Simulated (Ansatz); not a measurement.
The same path of F3H3W (7 atoms, charge 0, multiplicity 1) was run 3 times with different band settings. Lost on the way: W1–H2, W1–F3, H2–H6. Made: H2–F3.

These are results of RHF/def2-SVP in Ansatz, not measurements.

Relaxed end points:

```xyz
7
Properties=species:S:1:pos:R:3
W 0.085 0.410 0.108
H 0.149 -1.198 1.170
F 1.884 0.423 0.503
F 0.017 2.260 -0.312
F -1.729 0.203 0.346
H 0.209 -1.503 0.432
H 0.195 -0.465 -1.309
```

```xyz
7
Properties=species:S:1:pos:R:3
W -0.859 0.560 -0.131
H 1.884 -1.127 0.753
F 2.514 -0.483 0.720
F 0.199 2.048 0.053
F -2.557 -0.073 -0.436
H -0.398 -0.399 1.168
H 0.025 -0.395 -1.187
```

Common settings: optimiser quadratic models (default); start path through a guess of the saddle point; force threshold 0.05 eV/Å; iteration limit 60; end points relaxed.

| run | movable images | climbing image | spring |
| --- | --- | --- | --- |
| 1 | 9 | yes | 5.0 eV/Å² |
| 2 | 9 | yes | 0.1 eV/Å² |
| 3 | 4 | no | 5.0 eV/Å² |

What does each run give, and how far can it be trusted?

Run 1: converged after 22 iterations, highest image 1.704 eV above the first end. A vibrational analysis at the climbing image gives one clearly imaginary mode, 1495i cm⁻¹: a first-order saddle point.
Run 2: converged after 23 iterations, highest image 1.704 eV above the first end. Another band between the same ends (9 images) ends at a top of the same energy, where a vibrational analysis finds 1 clearly imaginary mode.
Run 3: converged after 16 iterations, highest image 1.666 eV above the first end. No image climbed, so the highest image needn't sit at the top of the path.
The orbitals stay closed-shell, which can raise the energy where a bond breaks towards radicals; this wasn't checked here.
